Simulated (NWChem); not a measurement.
System: C$_{2}$H$_{5}$ClOSi; SMILES Cl[Si@@H]1CCO1

NWChem input:

```
start job
memory heap 200 mb stack 900 mb global 1100 mb
geometry units angstroms noautosym nocenter noautoz
  Cl    -0.012838    -1.885658    -0.370189
  Si    -0.021212    -0.053629     0.609227
  C     -1.150782     1.270192    -0.109388
  C      0.202320     1.950601    -0.470945
  O      1.169451     1.009428     0.106147
  H      0.001921    -0.381342     2.053524
  H     -1.754074     1.835563     0.606113
  H     -1.767161     0.997223    -0.968458
  H      0.376034     2.032393    -1.548229
  H      0.340372     2.930987    -0.005568
end
basis spherical
  * library 6-31g*
end
dft
  xc b3lyp
  iterations 150
end
cosmo
  do_cosmo_smd true
  solvent water
end
task dft energy
```

Output (shortened):

```
             Northwest Computational Chemistry Package (NWChem) 7.3.0
             --------------------------------------------------------

                             Geometry "geometry" -> ""
                             -------------------------

 Output coordinates in angstroms (scale by  1.889725989 to convert to a.u.)

  No.       Tag          Charge          X              Y              Z
 ---- ---------------- ---------- -------------- -------------- --------------
    1 Cl                  17.0000    -0.01283800    -1.88565800    -0.37018900
    2 Si                  14.0000    -0.02121200    -0.05362900     0.60922700
    3 C                    6.0000    -1.15078200     1.27019200    -0.10938800
    4 C                    6.0000     0.20232000     1.95060100    -0.47094500
    5 O                    8.0000     1.16945100     1.00942800     0.10614700
    6 H                    1.0000     0.00192100    -0.38134200     2.05352400
    7 H                    1.0000    -1.75407400     1.83556300     0.60611300
    8 H                    1.0000    -1.76716100     0.99722300    -0.96845800
    9 H                    1.0000     0.37603400     2.03239300    -1.54822900
   10 H                    1.0000     0.34037200     2.93098700    -0.00556800

 Effective nuclear repulsion energy (a.u.)     289.4539280626

                                 NWChem DFT Module
                                 -----------------

 Summary of "ao basis" -> "ao basis" (spherical)
 ------------------------------------------------------------------------------
       Tag                 Description            Shells   Functions and Types
 ---------------- ------------------------------  ------  ---------------------
 Cl                          6-31g*                  8       18   4s3p1d
 Si                          6-31g*                  8       18   4s3p1d
 C                           6-31g*                  6       14   3s2p1d
 O                           6-31g*                  6       14   3s2p1d
 H                           6-31g*                  2        2   2s

 in cosmo_initialize ...
 calling solv_data for solv:h2o

 solvent parameters
 solvname_short: h2o
 solvname_long:  water
 dielec:       78.4000
 dielecinf:     1.7769
 aqueous SMD model solvent descriptors
 dielec:       78.4000
 sola:          0.8200

[...]

                                COSMO-SMD solvation results
                                ---------------------------

             internal energy in gas <Psi(g)|H|Psi(g)> =      -904.191860356149
         internal energy in solvent <Psi(s)|H|Psi(s)> =      -904.190172709341
                               delta internal energy  =         0.001687646808 (    1.06 kcal/mol)
   total free energy in solvent <Psi(s)|H+V/2|Psi(s)> =      -904.200387210898
 polarization energy contribution <Psi(s)|V/2|Psi(s)> =        -0.010214501558 (   -6.41 kcal/mol)
    total free energy in solvent including G(SMD-CDS) =      -904.196583505507
                       G(SMD-CDS) energy contribution =         0.003803705391 (    2.39 kcal/mol)
     1 M fixed-concentration free energy of solvation =        -0.004723149358 (   -2.96 kcal/mol)

                       DFT Final Molecular Orbital Analysis
                       ------------------------------------

 Vector   26  Occ=2.000000D+00  E=-3.231883D-01
              MO Center=  3.5D-01,  5.2D-01, -2.6D-02, r^2= 3.7D+00
   Bfn.  Coefficient  Atom+Function         Bfn.  Coefficient  Atom+Function
  ----- ------------  ---------------      ----- ------------  ---------------
    67      0.414550   5 O  px               71      0.294397   5 O  px
    39      0.257151   3 C  px                9     -0.250226   1 Cl pz
     7      0.190544   1 Cl px               53     -0.188625   4 C  px
    68      0.147768   5 O  py               13     -0.139967   1 Cl pz
    25     -0.132472   2 Si px               43      0.131937   3 C  px

 Vector   27  Occ=2.000000D+00  E=-2.981328D-01
              MO Center=  3.8D-02,  5.7D-01, -3.4D-02, r^2= 3.9D+00
   Bfn.  Coefficient  Atom+Function         Bfn.  Coefficient  Atom+Function
  ----- ------------  ---------------      ----- ------------  ---------------
     8      0.289479   1 Cl py               40      0.265111   3 C  py
    69      0.260560   5 O  pz               73      0.195582   5 O  pz
    68      0.186246   5 O  py               12      0.181998   1 Cl py
    54     -0.162073   4 C  py                9     -0.157375   1 Cl pz
    25      0.154651   2 Si px               88     -0.151952  10 H  s

 Vector   28  Occ=2.000000D+00  E=-2.919552D-01
              MO Center=  2.7D-01,  7.3D-01,  1.1D-01, r^2= 3.5D+00
   Bfn.  Coefficient  Atom+Function         Bfn.  Coefficient  Atom+Function
  ----- ------------  ---------------      ----- ------------  ---------------
    69      0.378642   5 O  pz               73      0.289737   5 O  pz
    80     -0.244597   6 H  s                 7      0.188843   1 Cl px
    55     -0.186774   4 C  pz               40     -0.184163   3 C  py
    86      0.171169   9 H  s                68      0.155874   5 O  py
    85      0.152610   9 H  s                 9      0.149841   1 Cl pz

 Vector   29  Occ=0.000000D+00  E= 7.186881D-03
              MO Center=  4.2D-02, -3.4D-02,  6.1D-01, r^2= 4.1D+00
   Bfn.  Coefficient  Atom+Function         Bfn.  Coefficient  Atom+Function
  ----- ------------  ---------------      ----- ------------  ---------------
    29      0.922477   2 Si px               70     -0.569257   5 O  s
    42      0.484031   3 C  s                25      0.434765   2 Si px
    11     -0.243864   1 Cl px               57      0.244325   4 C  px
     7     -0.196250   1 Cl px               44     -0.197221   3 C  py
    53      0.173083   4 C  px               43      0.160133   3 C  px

[...]
```

Level: B3LYP/6-31G* (spherical d), SMD on the gas-phase geometry. All runs use the structure optimised with B3LYP/6-31G* (spherical d). Solvent: water.
